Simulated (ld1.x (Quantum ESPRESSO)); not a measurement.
# Be (Z = 4), PAW: configuration errors across variants

beryllium (Be), PAW, made with ld1.x (Quantum ESPRESSO) 7.5 (PBEsol, scalar-relativistic). Core none, reference 1s2 2s1 2p0 (charge +1). Waves: 1s (bound): rcut 0.65, rcutus 0.75 bohr; 2s (bound): rcut 0.65, rcutus 0.75 bohr; 2p (bound, empty): rcut 3.35, rcutus 4.45 bohr; 2p channel at -0.05 Ry: rcut 3.35, rcutus 4.45 bohr; 3d channel at 0.3 Ry: rcut 3.05, rcutus 4.10 bohr; 3d channel at 1 Ry: rcut 3.05, rcutus 4.10 bohr. Local part: all-electron potential smoothed inside 1.15 bohr (lloc = -2). Core correction: none. Augmentation charge: PSQ, inside the norm-conserving radii.

All-electron excitation energies from the reference (eV): (1) 1s2 2s2 2p0 -9.458; (2) 1s2 2s0 2p0 17.726; (3) 1s2 2s1.5 2p0 -5.736; (4) 1s2 2s1 2p1 -5.864; (5) 1s2 2s0 2p2 -2.246; (6) 1s2 2s0 2p1 3.907; (7) 1s1 2s2 2p0 117.911.

The overlap operator is not positive definite (basis up to 400 Ry) in “base”, “waves 2p (bound): rcut 3.35, rcutus 3.94 bohr; 2p channel at -0.05 Ry: rcut 3.35, rcutus 3.94 bohr”, “local potential all-electron potential smoothed inside 0.95 bohr (lloc = -1)”, “wave 3d channel at 0.3 Ry: rcut 3.05, rcutus 4.10 bohr becomes 3d channel at 1.93 Ry: rcut 3.05, rcutus 4.10 bohr”. Such files are unfit for use, however small their errors in these radial tests.

3 further variants failed, have other tests or another functional or relativity, and are left out.

A true bound ghost makes a file unfit for plane-wave use even where its test errors are small: the radial tests pick states by their node count and pass the ghost by.

Errors AE − PS in meV (a dash: test not solved or not reliable):

```csv
change,(1),(2),(3),(4),(5),(6),(7),bound ghosts
base,0.0,0.0,0.0,-246,-448,-1.3,+20,not determined (overlap not positive)
"waves 2p (bound): rcut 3.35, rcutus 3.94 bohr; 2p channel at -0.05 Ry: rcut 3.35, rcutus 3.94 bohr",0.0,0.0,0.0,-134,–,–,–,not determined (overlap not positive)
local potential all-electron potential smoothed inside 0.95 bohr (lloc = -1),-0.1,0.0,0.0,-243,-442,-1.2,-21,not determined (overlap not positive)
"wave 3d channel at 0.3 Ry: rcut 3.05, rcutus 4.10 bohr becomes 3d channel at 1.93 Ry: rcut 3.05, rcutus 4.10 bohr",0.0,0.0,0.0,-246,-448,-1.3,+20,"d (p not tested, overlap not positive)"
```

**Question.** Give the same row for: type TM; waves now 1s (bound): rc 0.75 bohr; 2p (bound): rc 4.45 bohr; 3d channel at 0.3 Ry: rc 4.10 bohr; local potential all-electron potential smoothed inside 2.30 bohr (lloc = -1).

**Answer.** -1104, +1958, -646, +68, +1265, +1476, -2484; bound ghosts: none.
